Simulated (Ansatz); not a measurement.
Stepwise reaction of `[SH][Ti]([SH])([Cl])[Cl]` with hydrogen sulfide, as a gas-phase model of exchange steps in deposition or etching. ΔE in kJ/mol.

Computed with Ansatz on PBE0-D4/def2-TZVP structures; ΔE is electronic, products minus reactants. CBS: MP2 limit from def2 TZ/QZ plus the TZ coupled-cluster correction, frozen cores. This one scheme is used for every species. Functionals use def2-TZVPP. B3LYP here is the variant with VWN-RPA as its local correlation; programs differ in this. For Ti outer-core shells are correlated without core-valence functions, which leaves a few kJ/mol of doubt a bond. Scalar relativity is left out up to krypton. One conformer a species, not always the lowest.

```tsv
step	reaction	PBE-D4	B3LYP-D4	ωB97M-V	CCSD(T)/CBS
1	`[SH][Ti]([SH])([Cl])[Cl]` + H₂S → `[SH][Ti]([SH])([SH])[Cl]` + HCl	50.0	55.3	56.2	51.9
```

(1) Give the row of step 2, `[SH][Ti]([SH])([SH])[Cl]` + H₂S → `[SH][Ti]([SH])([SH])[SH]` + HCl. (Estimate.)

(2) By hand: ΔE of the 2 steps together at CCSD(T)/CBS.

Answers

(1) The calculation gave: 
```
step                                                             reaction  PBE-D4  B3LYP-D4  ωB97M-V  CCSD(T)/CBS
   2  `[SH][Ti]([SH])([SH])[Cl]` + H₂S → `[SH][Ti]([SH])([SH])[SH]` + HCl    56.8      61.8     62.7         58.5
```

(2) (51.9) + (58.5) = 110.4 kJ/mol, or 55.2 kJ/mol a step.

In ΔE each step is higher than the one before. All are uphill at CCSD(T)/CBS. PBE-D4 differs from CCSD(T)/CBS by -1.9 to -1.7 kJ/mol a step. Isolated molecules leave out the surface, adducts and barriers. Largest T1 diagnostic: 0.029.
